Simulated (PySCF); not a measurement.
**Diatomics of I with group 13**

HF with double-zeta basis sets in PySCF, for the lowest determinant that a PBE0 search found; no spin–orbit coupling. De refers to high-spin ground-configuration atoms. A positive dipole means M(−)I(+).

```json
{"M": "B", "basis": "x2c-SVPall", "reference": "RHF", "state (unpaired electrons)": "singlet (closed shell)", "Re (Å)": "2.141", "ωe (cm⁻¹)": "590", "De (eV)": "2.29", "μ (D)": "1.18"}
{"M": "Al", "basis": "def2-SVP", "reference": "RHF", "state (unpaired electrons)": "singlet (closed shell)", "Re (Å)": "2.572", "ωe (cm⁻¹)": "311", "De (eV)": "2.88", "μ (D)": "-2.25"}
{"M": "In", "basis": "def2-SVP", "reference": "RHF", "state (unpaired electrons)": "singlet (closed shell)", "Re (Å)": "2.830", "ωe (cm⁻¹)": "168", "De (eV)": "2.60", "μ (D)": "-4.19"}
{"M": "Tl", "basis": "def2-SVP", "reference": "RHF", "state (unpaired electrons)": "singlet (closed shell)", "Re (Å)": "2.923", "ωe (cm⁻¹)": "140", "De (eV)": "2.51", "μ (D)": "-5.63"}
```

Question: The row for M = Ga is missing. Estimate Re, ωe and De as the mean of the rows for Al and In, and compare with the calculation.

Answer: The means are 2.701 Å, 240 cm⁻¹ and 2.74 eV. RHF in def2-SVP gives GaI as a singlet (closed shell) with Re = 2.628 Å, ωe = 210 cm⁻¹, De = 2.69 eV, so the estimate is off by +7.3 pm, +14 % and +0.05 eV.

The rows differ in basis set, which adds steps of its own.

These are scalar-relativistic numbers at best; spin–orbit coupling would shift them, the dissociation energy most. Where the molecule has an RHF reference, its open-shell atoms are computed with UHF. Hartree–Fock leaves out correlation, which carries a large part of most bond energies and some tenths to 1 eV of ionisation energies.
